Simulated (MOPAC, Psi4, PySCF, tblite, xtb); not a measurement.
Dimer C3H8 ··· H4OSi (SMILES CCC and O[SiH3]) at R = 4.09 Å between the centres of mass, closest contact 2.25 Å (lowest of the rigid-body minima from ten starts at GFN2-xTB). Geometry in Å and degrees:

```
C
H 1 1.0916
H 1 1.0929 2 107.77
H 1 1.0929 2 107.77 3 -115.74
C 1 1.5265 2 111.60 3 122.13
H 5 1.0941 1 109.44 2 57.86
H 5 1.0941 6 106.13 1 117.99
C 5 1.5265 6 109.44 7 117.99
H 8 1.0916 5 111.60 6 -58.02
H 8 1.0929 9 107.77 5 -122.13
H 8 1.0929 9 107.77 10 -115.74
H 11 2.2506 8 99.11 9 150.14
O 12 0.9599 11 151.89 8 -132.45
Si 13 1.6525 12 118.64 11 178.58
H 14 1.4758 13 105.85 12 -179.99
H 14 1.4842 15 109.86 13 120.66
H 14 1.4842 15 109.86 16 118.68
```

Levels of theory: GFN2-xTB (tblite); SAPT0/jun-cc-pVDZ, frozen core (Psi4); revPBE/def2-TZVP, counterpoise-corrected (Psi4); revPBE-D3(BJ)/def2-TZVP, counterpoise-corrected (Psi4); PBE/def2-TZVP, counterpoise-corrected (Psi4); PBE-D3(BJ)/def2-TZVP, counterpoise-corrected (Psi4); HF/aug-cc-pVDZ, counterpoise-corrected (Psi4); MP2/aug-cc-pVDZ = DF-MP2/aug-cc-pVDZ, frozen core, counterpoise-corrected (Psi4 1.11); SCS-MP2/aug-cc-pVDZ = Psi4 with DF-SCS-MP2/aug-cc-pVDZ, frozen core, counterpoise-corrected; PM6, restricted, heats of formation (MOPAC); AM1, restricted, heats of formation (MOPAC); GFN1-xTB (xtb); RKS-B3LYP/6-31G* = restricted B3LYP/6-31G*, spherical d, no counterpoise correction (PySCF); RMP2/3-21G = restricted MP2 (frozen core)/3-21G, no counterpoise correction (PySCF); RKS-B3LYP/LANL2DZ = restricted B3LYP/LANL2DZ, with its core potentials past Ne, no counterpoise correction (PySCF 2.14.0); RMP2/6-31G* = restricted MP2 (frozen core)/6-31G*, spherical d, no counterpoise correction in PySCF.

### Question
What interaction energy does each level give?

### Answer

```json
[
 {"method": "PBE-D3(BJ)/def2-TZVP", "E_int / kcal/mol": "-2.55"},
 {"method": "revPBE-D3(BJ)/def2-TZVP", "E_int / kcal/mol": "-2.47"},
 {"method": "GFN2-xTB", "E_int / kcal/mol": "-2.46"},
 {"method": "RMP2/3-21G", "E_int / kcal/mol": "-2.29"},
 {"method": "RMP2/6-31G*", "E_int / kcal/mol": "-2.06"},
 {"method": "GFN1-xTB", "E_int / kcal/mol": "-1.74"},
 {"method": "MP2/aug-cc-pVDZ", "E_int / kcal/mol": "-1.54"},
 {"method": "PM6", "E_int / kcal/mol": "-1.12"},
 {"method": "RKS-B3LYP/LANL2DZ", "E_int / kcal/mol": "-1.04"},
 {"method": "RKS-B3LYP/6-31G*", "E_int / kcal/mol": "-0.96"},
 {"method": "SAPT0/jun-cc-pVDZ", "E_int / kcal/mol": "-0.94"},
 {"method": "SCS-MP2/aug-cc-pVDZ", "E_int / kcal/mol": "-0.91"},
 {"method": "PBE/def2-TZVP", "E_int / kcal/mol": "-0.80"},
 {"method": "AM1", "E_int / kcal/mol": "-0.77"},
 {"method": "HF/aug-cc-pVDZ", "E_int / kcal/mol": "0.94"},
 {"method": "revPBE/def2-TZVP", "E_int / kcal/mol": "1.04"}
]
```
